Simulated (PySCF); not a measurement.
# One change at a time: excitation energies

Level of theory: TDDFT B3LYP/def2-SVPD, vertical, gas phase, core orbitals frozen in the response in PySCF. Geometries: GFN2-xTB; one conformer of each isolated species. Triplets are in the Tamm–Dancoff approximation.

Parent: `C[Si@H](O)[SiH2]S`, with lowest singlet excitation energy 5.05 eV, LUMO energy -0.83 eV, HOMO energy -6.81 eV, HOMO–LUMO gap 5.98 eV, mean static polarisability 94.0 au. Its spectrum: 245 nm (f 0.012); 221 nm (f 0.007); 209 nm (f 0.005); 194 nm (f 0.034); 191 nm (f 0.019).

(1) Give the shifts from the parent for: H on C replaced by vinyl (`C=CC[Si@@H](O)[SiH2]S`); H on C replaced by OCHO (`O=COC[Si@H](O)[SiH2]S`); H on C replaced by COOH (`O=C(O)C[Si@H](O)[SiH2]S`); H on C replaced by OSiH3 (`O[Si@@H](CO[SiH3])[SiH2]S`); H on C replaced by CH2OH (`OCC[Si@@H](O)[SiH2]S`).

## Answers

(1) 

```tsv
change	SMILES	Δ S1 (eV)	Δ LUMO (eV)	Δ HOMO (eV)	Δ gap (eV)	Δ α (au)
H on C replaced by vinyl	C=CC[Si@@H](O)[SiH2]S	-0.01	-0.11	-0.12	0.00	+25.6
H on C replaced by OCHO	O=COC[Si@H](O)[SiH2]S	+0.16	-0.08	-0.14	+0.06	+16.5
H on C replaced by COOH	O=C(O)C[Si@H](O)[SiH2]S	-0.07	-0.39	-0.27	-0.12	+18.1
H on C replaced by OSiH3	O[Si@@H](CO[SiH3])[SiH2]S	+0.04	-0.10	-0.12	+0.02	+30.1
H on C replaced by CH2OH	OCC[Si@@H](O)[SiH2]S	+0.05	+0.14	+0.07	+0.07	+16.7
```

S1 falls most with H on C replaced by COOH (-0.07 eV), and it rises most with H on C replaced by OCHO (+0.16 eV). S1 is simply the lowest singlet of each species and needn't be the same kind of state throughout. Over these 5 changes the shifts of S1 and of the HOMO–LUMO gap correlate with r = 0.84.

Lowest levels of each derivative:
- `C=CC[Si@@H](O)[SiH2]S`: 5.04 eV (f 0.006); 5.53 eV (f 0.047); 5.85 eV (f 0.006)
- `O=COC[Si@H](O)[SiH2]S`: 5.21 eV (f 0.008); 5.63 eV (f 0.002); 5.82 eV (f 0.013)
- `O=C(O)C[Si@H](O)[SiH2]S`: 4.98 eV (f 0.005); 5.58 eV (f 0.012); 5.69 eV (f 0.018)
- `O[Si@@H](CO[SiH3])[SiH2]S`: 5.09 eV (f 0.027); 5.64 eV (f 0.003); 5.92 eV (f 0.004)
- `OCC[Si@@H](O)[SiH2]S`: 5.10 eV (f 0.018); 5.38 eV (f 0.007); 5.87 eV (f 0.006)
